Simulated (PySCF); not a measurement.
# `C[O][GeH2][GeH2][S][GeH3]`, CH10Ge3OS

Geometry:
```json
{"atom": "C1", "x (Å)": "-3.291", "y (Å)": "-0.236", "z (Å)": "0.187"}
{"atom": "O2", "x (Å)": "-2.299", "y (Å)": "0.214", "z (Å)": "-0.710"}
{"atom": "Ge3", "x (Å)": "-0.659", "y (Å)": "0.688", "z (Å)": "-0.307"}
{"atom": "Ge4", "x (Å)": "0.544", "y (Å)": "-1.115", "z (Å)": "0.792"}
{"atom": "S5", "x (Å)": "2.423", "y (Å)": "-0.530", "z (Å)": "1.831"}
{"atom": "Ge6", "x (Å)": "3.379", "y (Å)": "0.586", "z (Å)": "0.198"}
{"atom": "H7", "x (Å)": "-4.150", "y (Å)": "-0.542", "z (Å)": "-0.413"}
{"atom": "H8", "x (Å)": "-3.599", "y (Å)": "0.559", "z (Å)": "0.869"}
{"atom": "H9", "x (Å)": "-2.945", "y (Å)": "-1.092", "z (Å)": "0.773"}
{"atom": "H10", "x (Å)": "-0.705", "y (Å)": "1.973", "z (Å)": "0.524"}
{"atom": "H11", "x (Å)": "-0.202", "y (Å)": "1.028", "z (Å)": "-1.703"}
{"atom": "H12", "x (Å)": "0.881", "y (Å)": "-2.244", "z (Å)": "-0.182"}
{"atom": "H13", "x (Å)": "-0.225", "y (Å)": "-1.834", "z (Å)": "1.897"}
{"atom": "H14", "x (Å)": "4.701", "y (Å)": "1.045", "z (Å)": "0.727"}
{"atom": "H15", "x (Å)": "2.549", "y (Å)": "1.778", "z (Å)": "-0.205"}
{"atom": "H16", "x (Å)": "3.590", "y (Å)": "-0.269", "z (Å)": "-1.021"}
```

Method: PySCF 2.14.0, GIAO KT3/pcSseg-1 magnetisability, rotational g tensor and spin-rotation constants, non-relativistic, gas phase. Geometry: GFN2-xTB.

The calculation is non-relativistic, which matters for the atoms heavier than Zn.

(1) Give the nuclear spin-rotation constants along the inertial axes (H = +C I·J) beside the isotropic shieldings.

(2) How do the rotational constants and the g tensor change when H7, H8, H9, H10, H11, H12, H13, H14, H15, H16 are replaced by deuterium?

Results:

(1) Rotational constants 1.6731, 0.4070, 0.3423 GHz. A star marks the isotopologue with that one atom substituted, in its own axes.
```csv
atom,isotope,Caa (kHz),Cbb (kHz),Ccc (kHz),mean (kHz),σ (ppm)
H7,1H,0.036,-0.043,-0.021,-0.009,27.7
H8,1H,-0.153,-0.042,0.016,-0.060,28.1
H9,1H,-0.117,0.010,-0.036,-0.048,28.1
H10,1H,-0.144,-0.028,0.012,-0.053,26.1
H11,1H,-0.151,-0.002,-0.011,-0.054,26.5
H12,1H,-0.145,-0.031,0.011,-0.055,26.8
H13,1H,-0.119,0.005,-0.025,-0.046,26.7
H14,1H,0.043,-0.038,-0.027,-0.007,27.5
H15,1H,-0.067,-0.011,-0.028,-0.035,27.6
H16,1H,-0.142,-0.039,0.013,-0.056,27.4
C1,13C*,0.337,0.078,0.076,0.164,126.6
O2,17O*,-0.181,-0.024,-0.010,-0.072,318.1
Ge3,73Ge*,-0.421,-0.127,-0.112,-0.220,1369.8
Ge4,73Ge*,-0.403,-0.119,-0.093,-0.205,1501.6
S5,33S*,0.151,0.049,0.040,0.080,819.8
Ge6,73Ge*,-0.480,-0.101,-0.096,-0.226,1488.3
```
For the geometry as given, no vibrational averaging.

(2) Constants 1.5118, 0.3772, 0.3190 GHz; g -0.0175, -0.0050, -0.0052, against -0.0193, -0.0054, -0.0056 before.
